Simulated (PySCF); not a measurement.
C2H6Mg (SMILES [CH3][Mg][CH3]), singlet, geometry from GFN2-xTB (such geometries of metal compounds can be far from the true shape); HF/6-31G*, TDA (PySCF).

Here is a job for PySCF.
```python
from pyscf import gto, scf, tdscf

mol = gto.Mole()
mol.atom = '''
    Mg    0.43161452   -0.02339193    0.51894109
    C     1.17818512    0.22536579   -1.45573388
    H     1.82253133   -0.58622096   -1.79752659
    H     1.71085943    1.16343566   -1.61994181
    H     0.28594640    0.23246715   -2.08733916
    C    -1.65460489   -0.19950906    0.88440343
    H    -2.01301754   -1.08827745    0.35880852
    H    -2.13750358    0.66808801    0.42739192
    H    -1.98967165   -0.26392949    1.91929660
'''
mol.basis = '6-31g*'
mol.verbose = 4
mol.build()

mf = scf.RHF(mol)
mf.kernel()
td = mf.TDA()
td.nstates = 5
td.kernel()
td.analyze()
```

Task: Predict the main parts of the log of this PySCF run.

Result: 
```
PySCF version 2.14.0

[INPUT] verbose = 4
[INPUT] num. atoms = 9
[INPUT] num. electrons = 30
[INPUT] charge = 0
[INPUT] spin (= nelec alpha-beta = 2S) = 0
[INPUT] symmetry False subgroup None
[INPUT] Mole.unit = angstrom
[INPUT] Symbol           X                Y                Z      unit          X                Y                Z       unit  Magmom
[...]
nuclear repulsion = 80.0201469772719
number of shells = 32
number of NR pGTOs = 129
number of NR cGTOs = 58
basis = 6-31g*
ecp = {}

******** <class 'pyscf.scf.hf.RHF'> ********
method = RHF
initial guess = minao
damping factor = 0
level_shift factor = 0
DIIS = <class 'pyscf.scf.diis.CDIIS'>
diis_start_cycle = 1
diis_space = 8
diis_damp = 0
SCF conv_tol = 1e-09
SCF conv_tol_grad = None
SCF max_cycles = 50
direct_scf = True
direct_scf_tol = 1e-13
Set gradient conv threshold to 3.16228e-05
Initial guess from minao.
init E= -278.705981642464
[...]
cycle= 1 E= -278.73828082962  delta_E= -0.0323  |g|= 0.257  |ddm|= 2.19
[...]
cycle= 2 E= -278.766915731272  delta_E= -0.0286  |g|= 0.0758  |ddm|= 0.389
[...]
cycle= 3 E= -278.770231887139  delta_E= -0.00332  |g|= 0.0351  |ddm|= 0.152
[...]
cycle= 4 E= -278.770830910084  delta_E= -0.000599  |g|= 0.00488  |ddm|= 0.0587
[...]
cycle= 5 E= -278.770862927202  delta_E= -3.2e-05  |g|= 0.000891  |ddm|= 0.0168
[...]
cycle= 6 E= -278.770863741774  delta_E= -8.15e-07  |g|= 0.0002  |ddm|= 0.0023
[...]
cycle= 7 E= -278.770863777773  delta_E= -3.6e-08  |g|= 3.76e-05  |ddm|= 0.000487
[...]
cycle= 8 E= -278.770863779137  delta_E= -1.36e-09  |g|= 9.9e-06  |ddm|= 0.000122
[...]
cycle= 9 E= -278.770863779192  delta_E= -5.58e-11  |g|= 3.06e-06  |ddm|= 2.09e-05
[...]
Extra cycle  E= -278.770863779195  delta_E= -3.07e-12  |g|= 1.52e-06  |ddm|= 5.52e-06
converged SCF energy = -278.770863779195

******** <class 'pyscf.tdscf.rhf.TDA'> for <class 'pyscf.scf.hf.RHF'> ********
nstates = 5 singlet
deg_eia_thresh = 1.000e-03
wfnsym = None
conv_tol = 1e-05
eigh lindep = 1e-12
eigh level_shift = 0
eigh max_cycle = 100

Excitation energies (eV)
[4.29773512 5.3895656  5.99905798 6.86474353 7.19449785]

** Singlet excitation energies and oscillator strengths **
Excited State   1:      4.29774 eV    288.49 nm  f=0.0894
      15 -> 16       -0.68652
Excited State   2:      5.38957 eV    230.04 nm  f=0.0000
      15 -> 17        0.69013
      15 -> 21        0.12796
Excited State   3:      5.99906 eV    206.67 nm  f=0.3962
      14 -> 16        0.64162
      14 -> 19        0.10307
      15 -> 18       -0.25626
Excited State   4:      6.86474 eV    180.61 nm  f=0.0990
      14 -> 18        0.15615
      15 -> 19       -0.66853
Excited State   5:      7.19450 eV    172.33 nm  f=0.0005
      14 -> 16       -0.27195
      14 -> 19        0.17001
      14 -> 20       -0.11159
      15 -> 18       -0.61049

** Transition electric dipole moments (AU) **
state          X           Y           Z        Dip. S.      Osc.
  1        -0.7070     -0.1059      0.5813      0.8490      0.0894
  2        -0.0017      0.0086      0.0011      0.0001      0.0000
  3         1.0510     -0.0559      1.2600      2.6955      0.3962
  4        -0.6027     -0.0912      0.4658      0.5885      0.0990
  5         0.0254     -0.0071      0.0450      0.0027      0.0005

** Transition velocity dipole moments (imaginary part, AU) **
state          X           Y           Z        Dip. S.      Osc.
  1        -0.1141     -0.0171      0.0944      0.0222      0.0938
  2        -0.0004      0.0028      0.0003      0.0000      0.0000
  3         0.1724     -0.0091      0.2078      0.0730      0.2207
  4        -0.1861     -0.0280      0.1443      0.0562      0.1486
  5         0.0364     -0.0030      0.0477      0.0036      0.0091

** Transition magnetic dipole moments (imaginary part, AU) **
state          X           Y           Z
  1        -0.0650      0.9672      0.0971
  2         0.5252     -0.0277      0.6372
  3         0.0008     -0.0024      0.0002
  4        -0.0050      0.0531      0.0046
  5        -0.0002     -0.0022      0.0006
```
